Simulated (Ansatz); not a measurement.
`F[SiH](Cl)[GeH2][Cl]` + H₂O → `O[SiH](Cl)[GeH2][Cl]` + H–F  (formal hydrolysis of the Si–F bond)

Program: Ansatz. Geometries: PBE0-D4/def2-TZVP. ΔE: electronic, gas phase. CBS: MP2 limit from def2 TZ/QZ plus the TZ coupled-cluster correction, frozen cores. This one scheme is used for every species. Functionals use def2-TZVPP. B3LYP here is the variant with VWN-RPA as its local correlation; programs differ in this. For Ge outer-core shells are correlated without core-valence functions, which leaves a few kJ/mol of doubt a bond. Scalar relativity is left out up to krypton. One conformer a species, not always the lowest.

Task: Is it downhill or uphill in electronic energy at CCSD(T)/CBS, and by how much? (Best estimate.)

Result: The calculation gave: Uphill: ΔE = +29.4 kJ/mol.

Task: What do these levels give: PBE-D4, r2SCAN-D4, ωB97X-V, ωB97M-V, B2PLYP, r2SCAN, PBE0, B3LYP, SCS-MP2/def2-TZVPP, MP2/def2-QZVPP, SCS-MP2/def2-QZVPP, MP2/CBS(def2)? (Best estimate.)

Result: The calculation gave: PBE-D4 27.0, r2SCAN-D4 30.2, ωB97X-V 31.2, ωB97M-V 29.6, B2PLYP 32.9, r2SCAN 31.1, PBE0 30.3, B3LYP 36.2, SCS-MP2/def2-TZVPP 30.2, MP2/def2-QZVPP 27.0, SCS-MP2/def2-QZVPP 31.1, MP2/CBS(def2) 26.6 kJ/mol.

Largest T1 diagnostic among the species: 0.011.

The D4 term adds −5.9 kJ/mol with B3LYP and −3.2 kJ/mol with PBE0; it sums over pairs of atoms, weighted by their polarisabilities, and B3LYP, whose exchange is more repulsive, gets the larger term. In def2-TZVPP, CCSD(T) changes the Hartree–Fock value by −12.0 kJ/mol (the triples alone add −2.2 kJ/mol) and MP2 by −14.9 kJ/mol.
